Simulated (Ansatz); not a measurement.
Mulliken charges of BrHMg, SMILES `[MgH][Br]` from B3LYP/def2-TZVPP in Ansatz (PBE0-D4/def2-TZVP geometry).

```csv
atom,x (Å),y (Å),z (Å),charge (e)
Mg1,-0.194,0.013,-0.105,0.623
Br2,1.850,-0.357,0.973,-0.446
H3,-1.667,0.279,-0.881,-0.177
```

Q: By hand: the dipole of these point charges (1 e Å = 4.8032 D).

A: Σ q r = (-0.651, 0.118, -0.343) e Å, of length 0.745 e Å = 3.58 D.

Q: How does the dipole of the full density compare? (Estimate.)

A: The calculation gave: (-0.267, 0.048, -0.141) e Å, 1.47 D; the point charges give 2.44 times that, at 0° from its direction.

Point charges leave out the atoms' own dipoles, such as those of lone pairs, and Mulliken's split depends on the basis, so the two needn't agree.

B3LYP here is the variant with VWN-RPA as its local correlation; programs differ in this.
